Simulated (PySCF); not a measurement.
Dipole moment and polarisability across levels of theory

Compound: GeH7NSSi.
SMILES: `[NH2][GeH2][S][SiH3]`

PySCF, dipoles from the SCF density, polarisabilities from static response with core orbitals frozen. Isolated species at its PBE0-D3(BJ)/def2-SVP geometry (one conformer only). The LDA/def2-SVPD calculation is non-relativistic and has no spin–orbit coupling, an omission that weighs most on germanium.

The anisotropy is √(½[(α1 − α2)² + (α2 − α3)² + (α3 − α1)²]).

```
              level  μ (D)  α (Å³)  anisotropy (Å³)
      LDA/def2-SVPD  2.630   14.11             4.42
      PBE/def2-SVPD  2.582   13.81             4.26
    B3LYP/def2-SVPD  2.580   13.36             3.92
     PBE0/def2-SVPD  2.641   13.23             3.88
BHandHLYP/def2-SVPD  2.642   12.80             3.56
CAM-B3LYP/def2-SVPD  2.636   13.11             3.71
  wB97X-D/def2-SVPD  2.689   13.05             3.67
  LC-wPBE/def2-SVPD  2.743   12.75             3.54
       HF/def2-SVPD  2.759   12.19             3.11
        PBE0/6-31G*  3.123   10.60             3.82
      PBE0/def2-SVP  2.918   11.04             3.95
   PBE0/aug-cc-pVDZ  2.575   13.42             3.96
     PBE0/def2-TZVP  2.642   12.45             4.06
    PBE0/def2-TZVPD  2.559   13.39             3.95
```

The dipole runs from 2.56 D (PBE0/def2-TZVPD) to 3.12 D (PBE0/6-31G*). No reference polarisability is at hand; against PBE0 in the largest diffuse basis at hand (def2-TZVPD) the other PBE0 rows deviate by 6-31G* -21%, def2-SVP -18%, def2-SVPD -1%, aug-cc-pVDZ 0%, def2-TZVP -7%. In one basis (def2-SVPD) the functionals order the polarisability from HF (lowest) to LDA (highest), a spread of 16%. With PBE0 the polarisability is 11.36 Å³ without diffuse functions (mean of 6-31G*, def2-SVP and def2-TZVP) and 13.34 Å³ with them (mean of def2-SVPD, aug-cc-pVDZ and def2-TZVPD).

Without π bonds the low states are Rydberg-like; a valence basis with one diffuse set may place them up to an eV too high.
